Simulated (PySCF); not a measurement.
Löwdin shares of the frontier orbitals

Compound: C₃H₇ClO₂S.
Geometry (PBE0-D3(BJ)/def2-SVP, Å), atoms numbered from 1 in this order:
```xyz
14
C3H7ClO2S angstrom
C     -3.394    3.521   -1.172
C     -4.171    2.796   -2.259
C     -5.073    1.678   -1.767
S     -6.545    2.193   -0.883
O     -7.335    1.018   -0.584
O     -6.229    3.173    0.134
Cl    -7.539    3.219   -2.432
H     -2.791    2.815   -0.578
H     -4.064    4.052   -0.484
H     -2.705    4.253   -1.618
H     -4.777    3.502   -2.850
H     -3.474    2.329   -2.974
H     -4.579    1.022   -1.030
H     -5.471    1.049   -2.576
```

Method used: TDDFT B3LYP/def2-SVPD, vertical, gas phase, core orbitals frozen in the response in PySCF 2.14.0, density-fitted response routines.

Frontier orbitals with the atoms that hold most of them (Löwdin shares over 4%, at most four atoms; ? is withheld):

```json
{"orbital": "HOMO-3", "ε (eV)": "-9.57", "atoms": "O5 41%, O6 28%, Cl7 10%, S4 6%"}
{"orbital": "HOMO-2", "ε (eV)": "-9.47", "atoms": "Cl7 76%, S4 6%, C3 6%, O5 5%"}
{"orbital": "HOMO-1", "ε (eV)": "-9.11", "atoms": "O6 26%, Cl7 22%, O5 13%, C3 9%"}
{"orbital": "HOMO", "ε (eV)": "?", "atoms": "?"}
{"orbital": "LUMO", "ε (eV)": "-2.31", "atoms": "?"}
{"orbital": "LUMO+1", "ε (eV)": "-0.07", "atoms": "S4 20%, H14 13%, C3 11%, C2 10%"}
{"orbital": "LUMO+2", "ε (eV)": "0.41", "atoms": "S4 26%, Cl7 10%, H12 9%, O5 9%"}
```

(1) Give the leading atoms of the HOMO.

(2) Which atoms hold the LUMO, and with what shares?

(3) What is the HOMO energy, and the HOMO–LUMO gap?

Answers

(1) Cl7 (bonded to S) 51%; O5 (bonded to S) 23%; O6 (bonded to S) 20%. By element: chlorine 51%, oxygen 43%.

(2) Cl7 (bonded to S) 41%; S4 (bonded to C, Cl and 2 O) 28%; O6 (bonded to S) 11%; O5 (bonded to S) 11%. By element: chlorine 41%, sulfur 28%, oxygen 22%.

(3) ε(HOMO) = -8.88 eV; the gap is 6.57 eV (0.2415 hartree).

Problem. How does S1 compare with the orbital gap of 6.57 eV?

Solution. S1 is at 5.30 eV (f = 0.0034), 1.27 eV below the gap, made of HOMO→LUMO (96%). Without the coupling terms of the response equations the lowest excitation would equal the gap.

Next come S2 at 5.77 eV (f 0.018), HOMO-1→LUMO (54%), HOMO-2→LUMO (39%); S3 at 5.91 eV (f 0.038), HOMO-2→LUMO (57%), HOMO-1→LUMO (33%); S4 at 5.98 eV (f 0.0062), HOMO-3→LUMO (89%); S5 at 6.85 eV (f 0.012), HOMO-4→LUMO (38%), HOMO-5→LUMO (32%), HOMO-6→LUMO (24%).

One conformer stands for the species.
